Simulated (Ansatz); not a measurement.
Gas-phase electronic energies from Ansatz, PBE0-D4/def2-TZVP geometries. CBS: MP2 limit from def2 TZ/QZ plus the TZ coupled-cluster correction, frozen cores. This one scheme is used for every species. DFT in def2-TZVPP. One conformer a species, not always the lowest.

Consider the cleavage of the Si–Si bond: `O[SiH]([SiH3])N[SiH3]` + NH₃ → `N[SiH3]` + `O[SiH2]N[SiH3]`.

`O[SiH]([SiH3])N[SiH3]`:

Z-matrix (Å, degrees):
```
Si
Si 1 2.351
N 1 1.724 2 109.7
O 1 1.652 2 110.1 3 126.2
H 1 1.484 2 111.9 3 -120.5
H 2 1.489 1 108.4 3 163.7
H 2 1.488 1 112.3 3 43.9
H 2 1.490 1 111.2 3 -78.0
Si 3 1.726 1 129.6 2 19.2
H 3 1.012 1 114.7 2 -162.6
H 4 0.959 1 117.5 2 -58.2
H 9 1.486 3 107.0 1 5.8
H 9 1.488 3 112.6 1 -114.0
H 9 1.488 3 111.4 1 125.1
```

NH₃:

Z-matrix (Å, degrees):
```
N
H 1 1.013
H 1 1.013 2 107.1
H 1 1.013 2 107.1 3 -114.5
```

`N[SiH3]`:

Cartesian coordinates in Å:
```
N -0.993 -0.333 0.203
Si 0.579 0.215 -0.231
H -1.596 0.264 0.745
H -1.132 -1.299 0.451
H 0.444 1.578 -0.807
H 1.572 0.300 0.882
H 1.127 -0.725 -1.242
```

`O[SiH2]N[SiH3]`:

Cartesian coordinates in Å:
```
O 1.951 -0.960 -0.657
Si 0.570 -0.272 -1.229
N -0.275 0.687 -0.078
Si -1.127 0.142 1.324
H 2.638 -0.378 -0.330
H -0.244 -1.438 -1.632
H 0.860 0.637 -2.370
H -0.236 1.685 -0.228
H -0.444 0.525 2.591
H -1.193 -1.338 1.238
H -2.501 0.710 1.370
```

| species | ωB97X-V energy (Eh) |
| --- | --- |
| `O[SiH]([SiH3])N[SiH3]` | -1003.86837 |
| NH₃ | -56.56247 |
| `N[SiH3]` | -347.23732 |
| `O[SiH2]N[SiH3]` | -713.21179 |

Work out ΔE.

ΔE = (-347.23732) + (-713.21179) − (-1003.86837) − (-56.56247) = -0.01827 Eh = -48.0 kJ/mol. CCSD(T)/CBS gives -48.7 kJ/mol.

Largest T1 diagnostic among the species: 0.012.

From PBE to PBE0 (25 % exact exchange), in def2-TZVPP and without D4, ΔE moves by −6.9 kJ/mol. In def2-TZVPP, CCSD(T) changes the Hartree–Fock value by +28.3 kJ/mol (the triples alone add +4.3 kJ/mol) and MP2 by +20.3 kJ/mol.
